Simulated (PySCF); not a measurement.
Molecule: SMILES C[NH][AlH2-][S+](C)C, C3H12AlNS.

Cartesian coordinates in Å; atom numbers follow the order of the lines, from 1:
```xyz
18

C     3.155    0.130    0.077
N     1.842    0.012   -0.545
Al    0.447   -0.765    0.264
S    -1.254   -0.248   -1.451
C    -2.503   -1.029   -0.403
C    -1.439    1.484   -0.950
H     3.904   -0.494   -0.421
H     3.076   -0.199    1.113
H     3.516    1.164    0.073
H     1.901    0.351   -1.501
H     0.213   -2.304    0.259
H    -0.237    0.019    1.440
H    -2.627   -2.044   -0.766
H    -3.438   -0.485   -0.497
H    -2.163   -1.045    0.634
H    -2.488    1.759   -1.007
H    -0.864    2.078   -1.653
H    -1.051    1.621    0.059
```

Frames of a GFN2-xTB Langevin trajectory at 300 K; GIAO PBE0/pcSseg-1 shieldings in PySCF, gas phase, non-relativistic; equivalent atoms averaged within each frame.

Scale: TMS for ¹³C (σref 186.93) and ¹H (σref 31.72); ¹⁵N (σref 267.73) against NH3; ²⁷Al (σref 489.97) vs AlH4-; ³³S (σref 503.73) against CS2 (reference shieldings calculated alike). The references are static minima.

Q: How do the shifts (ppm) fluctuate along the trajectory?

A: 
```
         time (fs)    C1  C5/C6    N2    Al3    S4  H11/H12  H7/H8/H9  H13/H14/H15/H16/H17/H18    H10
               250  35.3   24.8  15.3   77.1  -108     4.93      3.13                     2.32  -1.89
               425  33.4   23.6  12.5  102.5  -107     4.60      3.38                     2.85   0.46
               625  38.3   26.1  10.4   73.1  -132     4.00      3.72                     2.83   0.53
               800  29.0   28.0  11.3   65.8  -116     4.22      2.29                     2.39  -0.40
              1000  34.1   26.7  21.5   68.3   -94     4.76      2.93                     2.38  -0.04
    mean of frames  34.0   25.8  14.2   77.4  -112     4.50      3.09                     2.55  -0.27
standard deviation   3.4    1.7   4.5   14.7    14     0.38      0.54                     0.26   0.98
```

5 frames give an uncertainty of the mean of about the standard deviation over 2.2 at best, since frames this close in time may not be independent; classical motion lacks zero-point vibration, and the reference would need the same averaging.
